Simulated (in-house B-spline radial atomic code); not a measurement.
## RPA and G0W0 on TPSS: I49+

Configuration [He] 2s2, mean-field start TPSS. Computed with a B-spline radial code for spherical atoms: all electrons, non-relativistic, point nucleus, each spin shell either full or empty, empty states to l = 9 with an (l + 1/2)⁻⁴ tail; G0W0 by contour deformation at full frequency.

Without relativity these are model numbers: it shifts the levels of so heavy an element strongly and can reorder them.

Command:
```bash
python run_gw.py task.json out
```
Settings (radii: box in bohr, nucleus in fm):
```
Z                        53
electrons                4
configuration            [He] 2s2
hamiltonian              nr
method                   tpss,tpss
lmax                     9
spin_polarised           False
box_radius               2.13
intervals                46
ion_configuration        [He] 2s1
```

Run time, properties included: 1.6 s on 1 thread of Arm Neoverse N1 (shared host).

Energies (hartree):

| term | value |
| --- | --- |
| mean-field total | -3429.15822 |
| Hartree-Fock functional on these orbitals | -3428.79395 |
| direct second order | -1.6492 |
| second-order exchange | 0.82046 |
| SOSEX correction | 0.53917 |

Q: What is the RPA correlation energy, and what remains with SOSEX?

A: RPA gives -1.0854 hartree (-7.38 eV per electron); RPA + SOSEX gives -0.54624, and the second-order doubles -0.82869 hartree (no singles). SOSEX takes back 50 % of the RPA value.

Quasi-particle levels (eV):

| level | occupied | mean field | Σx - vxc | Σc | QP weight | G0W0 |
| --- | --- | --- | --- | --- | --- | --- |
| 2s | yes | -8704.27 | -72.30 | ? | ? | ? |
| 1s | yes | -36439.52 | -324.05 | 4.45 | 0.999 | -36759.12 |
| 2p | no | -8577.78 | 100.53 | 2.63 | 0.987 | -8474.62 |

G0W0 = mean field + (Σx - vxc) + Σc, with Σc (partial-wave tail included) taken at the quasi-particle energy.

Q: Where does G0W0 put 2s?

A: At -8793.70 eV, with Σc = -17.13 eV and a quasi-particle weight of 0.961. The tabulated removal energy is 9196 ± 4 eV (NIST, tabulated theory); the calculation leaves out relativity, Breit and QED terms, and what these don't explain is the method's own error.

Q: What does it cost to remove one electron (to [He] 2s1) by differences of total energies, each species on its own start (correlation terms add to the Hartree-Fock functional)?

A: TPSS 8781.16 eV, Hartree-Fock functional 8776.29 eV, + RPA 8794.14 eV, + RPA + SOSEX 8789.73 eV, + second order 8797.40 eV. Tabulated: 9196 ± 4 eV (NIST, tabulated theory); the calculation leaves out relativity, Breit and QED terms, and what these don't explain is the method's own error.
